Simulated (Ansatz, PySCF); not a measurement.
C₂H₆N, SMILES CC[NH], multiplicity 2. Atoms are numbered in the order given.

```xyz
9

C      0.1962    -1.2113     0.0000
C     -0.4905     0.1456     0.0000
N      0.4542     1.2290     0.0000
H     -0.5359    -2.0211     0.0000
H      0.8291    -1.3175    -0.8821
H      0.8291    -1.3175     0.8821
H     -1.1598     0.2388     0.8720
H     -1.1598     0.2388    -0.8720
H     -0.0835     2.1025     0.0000
```
Charge 0, spin multiplicity 2.

Coordinates come from a B3LYP-D3(BJ)/def2-TZVP optimisation. The isomer is the one that the SMILES or the coordinates give; other isomers of the formula were not compared. Other conformers were not sampled.

Two levels are set side by side: PBE-D3(BJ)/def2-TZVP (Ansatz, a quantum-chemistry and plane-wave program) and B3LYP-D3(BJ)/def2-TZVP (Ansatz). Each level has its own optimised geometry; the coordinates shown are those of the second. Frequencies come from the Hessian of PySCF at each geometry. Differences are taken from unrounded values.

```csv
quantity,B3LYP-D3(BJ),PBE-D3(BJ),PBE-D3(BJ) minus B3LYP-D3(BJ)
mean bond length (Å),1.183,1.190,0.007
bond C1–C2 (Å),1.521,1.523,0.002
bond C2–N3 (Å),1.437,1.436,-0.002
bond C1–H4 (Å),1.092,1.099,0.008
bond C1–H5 (Å),1.091,1.099,0.008
bond C1–H6 (Å),1.091,1.099,0.008
bond C2–H7 (Å),1.103,1.114,0.011
bond C2–H8 (Å),1.103,1.114,0.011
bond N3–H9 (Å),1.026,1.035,0.010
highest harmonic wavenumber (cm⁻¹),3375,3286,-89
mean harmonic wavenumber (cm⁻¹),1616,1569,-47
zero-point energy (kcal/mol),48.51,47.10,-1.41
```

Exact exchange shortens and stiffens bonds; PBE has none. Differences between two approximate levels are no errors against the true value.
